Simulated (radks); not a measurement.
Problem. The mean radii <r> (bohr) of the occupied orbitals of an atom or ion are listed with their occupations. Calculated with a radial shooting solver on a logarithmic mesh with Libxc functionals: scalar-relativistic Kohn-Sham, BLYP, spin-unpolarised, spherical densities, finite nucleus; Fermi nuclear charge, rms radius of each element as measured or else 0.836 A^(1/3) + 0.57 fm.

| orbital | occ. | <r> |
|---|---|---|
| 1s | 2 | 0.04275 |
| 2s | 2 | 0.1895 |
| 2p | 6 | 0.1654 |
| 3s | 2 | 0.5513 |
| 3p | 6 | 0.5637 |
| 3d | 10 | 0.5876 |
| 4s | 2 | 1.546 |
| 4p | 2 | 1.769 |

Name the element and its charge.

Solution. Z = 35, bromine, charge +3: Br3+ in [Ar] 3d10 4s2 4p2. The 1s radius gives Z: for a bare nucleus <r> = (2 gamma + 1)/(2Z) with gamma = sqrt(1 - (Z/c)^2), 0.04191 bohr for Z = 35, and screening makes it slightly larger (0.04275 here). The occupations add up to 32, and the charge is Z minus that.
